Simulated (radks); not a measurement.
Values are calculated unless marked as measured or tabulated.
Effect of the nuclear size on the calcium ion Ca+, [Ar] 4s1. Code: a radial shooting solver on a logarithmic mesh with Libxc functionals. Model: Dirac Kohn-Sham, PBE, spin-unpolarised, spherical densities, finite nucleus; Fermi nuclear charge, rms radius 3.4776 fm. The rms radius is varied about that value; shifts are against it.

rms radius (fm)  total energy shift (eV)  density at nucleus (e/bohr^3)  1s1/2 shift (meV)  2s1/2 shift (meV)
2.9525                          -0.00844                           6190              -3.56             -0.282
3.1403                          -0.00558                           6180              -2.35             -0.186
3.4776                                 0                           6164              0.000              0.000
3.6654                           0.00334                           6156               1.41              0.112
3.9679                           0.00909                           6143               3.83              0.303

Slopes of the eigenvalues against <r^2> in GHz/fm^2, as finite differences over the two radii next to the reference (eigenvalue slopes, not the field-shift constants of lines): 1s1/2 254, 2s1/2 20.1.
